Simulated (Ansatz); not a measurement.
This geometry of F₃H₃W (7 atoms, charge 0, multiplicity 1) is a first-order saddle point.

The calculation used Ansatz 0.2.0, RHF/def2-SVP.

```xyz
7
Properties=species:S:1:pos:R:3
W -0.320 0.395 -0.017
H 0.971 -0.799 0.885
F 1.635 0.145 0.766
F 0.300 2.145 -0.065
F -2.064 -0.169 -0.006
H 0.083 -1.237 0.788
H 0.205 -0.349 -1.411
```

(1) Which two structures does it join? (They come from a converged band through this point; their orientation in space is the band's.)

(2) How far does it lie above each of them?

Answers

(1) Bonds broken: W1–H2, W1–F3, H2–H6. Bonds formed: H2–F3. F3H3W becomes F2H2W + FH.

Initial state:

```xyz
7
Properties=species:S:1:pos:R:3
W 0.085 0.410 0.108
H 0.149 -1.198 1.170
F 1.884 0.423 0.503
F 0.017 2.260 -0.312
F -1.729 0.203 0.346
H 0.209 -1.503 0.432
H 0.195 -0.465 -1.309
```

Final state:

```xyz
7
Properties=species:S:1:pos:R:3
W -0.859 0.560 -0.131
H 1.884 -1.127 0.753
F 2.514 -0.483 0.720
F 0.199 2.048 0.053
F -2.557 -0.073 -0.436
H -0.398 -0.399 1.168
H 0.025 -0.395 -1.187
```

(2) 1.70 eV above the first and 0.86 eV above the second. This is the barrier of this one path; another mechanism may lie lower. The orbitals stay closed-shell, which can raise the energy where a bond breaks towards radicals; this wasn't checked here.

The run took 2.8 min on 2 threads of Arm Neoverse V2, with other jobs on the host, peak memory 0.17 GiB.
